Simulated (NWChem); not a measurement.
System: SiH₃TeOF; SMILES [Te](O[SiH3])F

NWChem printed, in part:

```
             Northwest Computational Chemistry Package (NWChem) 7.3.0
             --------------------------------------------------------

 C1  symmetry detected

                             Geometry "geometry" -> ""
                             -------------------------

 Output coordinates in angstroms (scale by  1.889725989 to convert to a.u.)

  No.       Tag          Charge          X              Y              Z
 ---- ---------------- ---------- -------------- -------------- --------------
    1 Te                  52.0000     0.28346357    -0.79014916     0.04544588
    2 F                    9.0000    -1.63024234    -1.07177988    -0.07489450
    3 O                    8.0000     0.30998169     1.03994275    -0.67963360
    4 Si                  14.0000    -0.12905260     2.42261137     0.17882281
    5 H                    1.0000    -1.57781740     2.38955227     0.53278736
    6 H                    1.0000     0.15788873     3.57436438    -0.72023782
    7 H                    1.0000     0.67888678     2.53375748     1.43186475

 Effective nuclear repulsion energy (a.u.)     469.1016870723

 Summary of "ao basis" -> "ao basis" (spherical)
 ------------------------------------------------------------------------------
       Tag                 Description            Shells   Functions and Types
 ---------------- ------------------------------  ------  ---------------------
 Te                         def2-svp                10       26   4s4p2d
 F                          def2-svp                 6       14   3s2p1d
 O                          def2-svp                 6       14   3s2p1d
 Si                         def2-svp                 8       18   4s3p1d
 H                          def2-svp                 3        5   2s1p

            General Information
            -------------------
          SCF calculation type: DFT
          Wavefunction type:  closed shell.
          No. of atoms     :     7
          No. of electrons :    58
           Alpha electrons :    29
            Beta electrons :    29
          Charge           :     0
          Spin multiplicity:     1
          Use of symmetry is: off; symmetry adaption is: off
          Maximum number of iterations: 150
          AO basis - number of functions:    87
                     number of shells:    39
          Convergence on energy requested:  1.00D-06
          Convergence on density requested:  1.00D-05
          Convergence on gradient requested:  5.00D-04

              XC Information
              --------------
          PerdewBurkeErnzerhof Exchange Functional  1.000
            Perdew 1991 LDA Correlation Functional  1.000 local
           PerdewBurkeErnz. Correlation Functional  1.000 non-local

             Grid Information
             ----------------
          Grid used for XC integration:  medium
          Radial quadrature: Mura-Knowles
          Angular quadrature: Lebedev.
          Tag              B.-S. Rad. Rad. Pts. Rad. Cut. Ang. Pts.
          ---              ---------- --------- --------- ---------
          Te                  1.40      123          11.0       590
          F                   0.50       49          12.0       434
          O                   0.60       49           8.0       434
          Si                  1.10       88          10.0       590
          H                   0.35       45          12.0       434
          Grid pruning is: on
          Number of quadrature shells:   444
          Spatial weights used:  Erf1

      Superposition of Atomic Density Guess
      -------------------------------------

 Sum of atomic energies:        -775.44376500

      Non-variational initial energy
      ------------------------------

 Total energy =    -731.679787
 1-e energy   =   -1638.905314
 2-e energy   =     642.547755
 HOMO         =      -0.206400
 LUMO         =      -0.069278

   convergence    iter        energy       DeltaE   RMS-Dens  Diis-err
 ---------------- ----- ----------------- --------- --------- ---------
 d= 0,ls=0.0,diis     1   -733.6998631363 -9.98D+02  2.83D-02  8.91D-01
 d= 0,ls=0.0,diis     2   -733.0589091495  6.41D-01  1.83D-02  7.02D+00
 d= 0,ls=0.0,diis     3   -733.8102793071 -7.51D-01  3.77D-03  5.97D-02
 d= 0,ls=0.0,diis     4   -733.8082889578  1.99D-03  2.42D-03  8.58D-02
 d= 0,ls=0.0,diis     5   -733.8155520060 -7.26D-03  9.81D-04  1.21D-02
  Resetting Diis
 d= 0,ls=0.0,diis     6   -733.8169518390 -1.40D-03  1.32D-04  7.24D-05
 d= 0,ls=0.0,diis     7   -733.8169625106 -1.07D-05  8.62D-05  6.69D-06
 d= 0,ls=0.0,diis     8   -733.8169606270  1.88D-06  4.75D-05  2.24D-05
 d= 0,ls=0.0,diis     9   -733.8169635337 -2.91D-06  1.21D-05  2.15D-06
 d= 0,ls=0.0,diis    10   -733.8169637624 -2.29D-07  1.77D-06  2.94D-08

         Total DFT energy =     -733.816963762357
      One electron energy =    -1640.339263631371
           Coulomb energy =      703.382335562128
    Exchange-Corr. energy =      -61.537808646530
 Nuclear repulsion energy =      264.677772953417

 Numeric. integr. density =       58.000016631746

                       DFT Final Molecular Orbital Analysis
                       ------------------------------------

 Vector   27  Occ=2.000000D+00  E=-2.892223D-01
              MO Center= -1.1D-02,  1.9D+00, -2.2D-01, r^2= 3.9D+00
   Bfn.  Coefficient  Atom+Function         Bfn.  Coefficient  Atom+Function
  ----- ------------  ---------------      ----- ------------  ---------------
    46      0.319542  3 O  pz                78      0.293483  6 H  s
    49      0.244616  3 O  pz                79      0.213084  6 H  s
    64     -0.179708  4 Si pz                83     -0.173270  7 H  s
    12      0.171761  1 Te py                31      0.170998  2 F  py
    73     -0.158781  5 H  s                 44     -0.124973  3 O  px

 Vector   28  Occ=2.000000D+00  E=-2.764667D-01
              MO Center= -1.2D-01,  1.6D+00,  7.7D-02, r^2= 3.1D+00
   Bfn.  Coefficient  Atom+Function         Bfn.  Coefficient  Atom+Function
  ----- ------------  ---------------      ----- ------------  ---------------
    44      0.418760  3 O  px                47      0.315937  3 O  px
    73      0.253154  5 H  s                 83     -0.244976  7 H  s
    84     -0.193640  7 H  s                 74      0.191286  5 H  s
    62     -0.161864  4 Si px                46      0.156704  3 O  pz
    30     -0.130412  2 F  px                49      0.121165  3 O  pz

 Vector   29  Occ=2.000000D+00  E=-1.863567D-01
              MO Center=  1.7D-01, -6.7D-01,  7.6D-03, r^2= 2.7D+00
   Bfn.  Coefficient  Atom+Function         Bfn.  Coefficient  Atom+Function
  ----- ------------  ---------------      ----- ------------  ---------------
    13      0.560841  1 Te pz                16      0.460900  1 Te pz
    32      0.223925  2 F  pz                10     -0.211783  1 Te pz
    46     -0.210226  3 O  pz                15      0.186359  1 Te py
    12      0.181693  1 Te py                35     -0.172232  2 F  pz
     7     -0.164487  1 Te pz                49     -0.164023  3 O  pz

 Vector   30  Occ=0.000000D+00  E=-1.117859D-01
              MO Center=  2.5D-01, -7.4D-01,  5.5D-02, r^2= 3.1D+00
   Bfn.  Coefficient  Atom+Function         Bfn.  Coefficient  Atom+Function
  ----- ------------  ---------------      ----- ------------  ---------------
    14      0.511484  1 Te px                11      0.435438  1 Te px
    15      0.387976  1 Te py                12      0.304912  1 Te py
    30     -0.272136  2 F  px                33      0.217451  2 F  px
    43     -0.217087  3 O  s                 29      0.213693  2 F  s
     8     -0.165084  1 Te px                44     -0.140386  3 O  px

 Vector   31  Occ=0.000000D+00  E=-9.047447D-02
              MO Center=  8.3D-02, -2.8D-01, -5.0D-02, r^2= 3.7D+00
   Bfn.  Coefficient  Atom+Function         Bfn.  Coefficient  Atom+Function
  ----- ------------  ---------------      ----- ------------  ---------------
    15      0.444622  1 Te py                43     -0.414275  3 O  s
     3      0.382823  1 Te s                 12      0.359592  1 Te py
    14     -0.356225  1 Te px                11     -0.289974  1 Te px
    16     -0.220272  1 Te pz                45      0.214736  3 O  py
    48      0.194481  3 O  py                30      0.191528  2 F  px

 Vector   32  Occ=0.000000D+00  E= 6.160918D-03
              MO Center= -1.4D-01,  2.2D+00,  2.8D-01, r^2= 4.4D+00
   Bfn.  Coefficient  Atom+Function         Bfn.  Coefficient  Atom+Function
  ----- ------------  ---------------      ----- ------------  ---------------
    66      1.134533  4 Si py                79     -0.610535  6 H  s
    43      0.377648  3 O  s                  3      0.359848  1 Te s
    15      0.335377  1 Te py                67      0.318594  4 Si pz
    48      0.272298  3 O  py                74     -0.254082  5 H  s
    84     -0.247672  7 H  s                 58      0.239860  4 Si s

     Multipole analysis of the density
     ---------------------------------

     L   x y z        total         alpha         beta         nuclear
     -   - - -        -----         -----         ----         -------
     0   0 0 0     -0.000000    -29.000000    -29.000000     58.000000

     1   1 0 0      0.702700      7.850709      7.850709    -14.998717
     1   0 1 0     -0.065597    -20.937114    -20.937114     41.808631
     1   0 0 1      0.407945      1.406296      1.406296     -2.404647

     2   2 0 0    -38.584244    -72.545344    -72.545344    106.506443
     2   1 1 0     -2.217592    -13.725293    -13.725293     25.232994
     2   1 0 1      0.444693      1.262816      1.262816     -2.080939
     2   0 2 0    -34.958933   -269.323282   -269.323282    503.687631
     2   0 1 1     -0.299398     -4.788798     -4.788798      9.278197
     2   0 0 2    -39.631039    -32.485286    -32.485286     25.339534

                                 NWChem DFT Module
                                 -----------------

            General Information
            -------------------
          SCF calculation type: DFT
          Wavefunction type:  spin polarized.
          No. of atoms     :     7
          No. of electrons :    57
           Alpha electrons :    29
            Beta electrons :    28
          Charge           :     1
          Spin multiplicity:     2
          Use of symmetry is: off; symmetry adaption is: off
          Maximum number of iterations: 150
          AO basis - number of functions:    87
                     number of shells:    39
          Convergence on energy requested:  1.00D-06
          Convergence on density requested:  1.00D-05
          Convergence on gradient requested:  5.00D-04

              XC Information
              --------------
          PerdewBurkeErnzerhof Exchange Functional  1.000
            Perdew 1991 LDA Correlation Functional  1.000 local
           PerdewBurkeErnz. Correlation Functional  1.000 non-local

             Grid Information
             ----------------
          Grid used for XC integration:  medium
          Radial quadrature: Mura-Knowles
          Angular quadrature: Lebedev.
          Tag              B.-S. Rad. Rad. Pts. Rad. Cut. Ang. Pts.
          ---              ---------- --------- --------- ---------
          Te                  1.40      123          11.0       590
          F                   0.50       49          12.0       434
          O                   0.60       49           8.0       434
          Si                  1.10       88          10.0       590
          H                   0.35       45          12.0       434
          Grid pruning is: on
          Number of quadrature shells:   444
          Spatial weights used:  Erf1

      Superposition of Atomic Density Guess
      -------------------------------------

 Sum of atomic energies:        -775.44376500

 Renormalizing density from      58.00 to     57

      Non-variational initial energy
      ------------------------------

 Total energy =    -725.388611
 1-e energy   =   -1610.648326
 2-e energy   =     620.581942
 HOMO         =      -0.490332
 LUMO         =      -0.354778

[...]
```

Level: PBE/def2-SVP with def2 effective core potentials on Te, vertical spin-unrestricted ions. The geometry was optimised at PBE0/def2-SVP. Not confirmed as a minimum by frequencies. def2 effective core potentials on Te; no spin-orbit coupling.

Problem. Which NWChem input produces such a log?

Solution. Several could match; the one computed here: the input that was run:
```
start job
memory heap 200 mb stack 900 mb global 1100 mb
geometry units angstroms noautoz
  Te     0.151292    -0.840934     0.213907
  F     -1.719388    -1.000648    -0.266838
  O      0.456988     0.938588    -0.570651
  Si    -0.031651     2.394539     0.124266
  H     -1.519636     2.478663     0.188508
  H      0.510287     3.470974    -0.750246
  H      0.526295     2.523360     1.505329
end
basis spherical
  * library def2-svp
end
ecp
  Te library def2-ecp
end
dft
  xc xpbe96 cpbe96
  iterations 150
  vectors input atomic output neutral.movecs
end
task dft energy
charge 1
dft
  odft
  mult 2
  vectors input atomic output cation.movecs
end
task dft energy
```
